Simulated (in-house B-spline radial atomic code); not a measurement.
S⁴⁺: [Ne] 3s2

Computed with an all-electron radial atomic-structure program (B-spline basis): non-relativistic PBE0, spin-polarised, spherical fractional occupations, point nucleus.

Screening seen three ways: the hydrogenic charge with the same mean radius, Z_r = [3n² - l(l+1)]/(2<r>), the one with the same energy, Z_e = n√(-2ε), and Slater's rules. Values are occupation-weighted means over spin.

```json
{"shell": "1s", "electrons": "2", "ε (eV)": "-2486.2", "<r> (bohr)": "0.09724", "Z_r": "15.43", "Z_e": "13.52", "Slater": "15.70"}
{"shell": "2s", "electrons": "2", "ε (eV)": "-278.84", "<r> (bohr)": "0.4774", "Z_r": "12.57", "Z_e": "9.05", "Slater": "11.85"}
{"shell": "2p", "electrons": "6", "ε (eV)": "-222.73", "<r> (bohr)": "0.4398", "Z_r": "11.37", "Z_e": "8.09", "Slater": "11.85"}
{"shell": "3s", "electrons": "2", "ε (eV)": "-67.27", "<r> (bohr)": "1.474", "Z_r": "9.16", "Z_e": "6.67", "Slater": "6.85"}
```

The least bound orbital is 3s at -67.27 eV, and it is also the most diffuse (<r> = 1.474 bohr).
